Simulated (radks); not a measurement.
Question: The mean radii <r> (bohr) of the occupied orbitals of an atom or ion are listed with their occupations. Calculated with a radial shooting solver on a logarithmic mesh with Libxc functionals: scalar-relativistic Kohn-Sham, r2SCAN, spin-polarised, spherical densities, finite nucleus; meta-GGA in the generalised Kohn-Sham scheme; Fermi nuclear charge, rms radius of each element as measured or else 0.836 A^(1/3) + 0.57 fm.

| orbital | occ. | <r> |
|---|---|---|
| 1s down | 1 | 0.06357 |
| 1s up | 1 | 0.06357 |
| 2s up | 1 | 0.2927 |
| 2s down | 1 | 0.2921 |
| 2p up | 3 | 0.2600 |
| 2p down | 3 | 0.2593 |
| 3s up | 1 | 0.8869 |
| 3s down | 1 | 0.8908 |
| 3p up | 3 | 0.9366 |
| 3p down | 3 | 0.9416 |
| 3d up | 3 | 1.092 |

Name the element and its charge. Open shells, if any, are filled with parallel spins first.

Answer: Z = 24, chromium, charge +3: Cr3+ in [Ar] 3d3. The 1s radius gives Z: for a bare nucleus <r> = (2 gamma + 1)/(2Z) with gamma = sqrt(1 - (Z/c)^2), 0.06186 bohr for Z = 24, and screening makes it slightly larger (0.06357 here). The occupations add up to 21, and the charge is Z minus that.
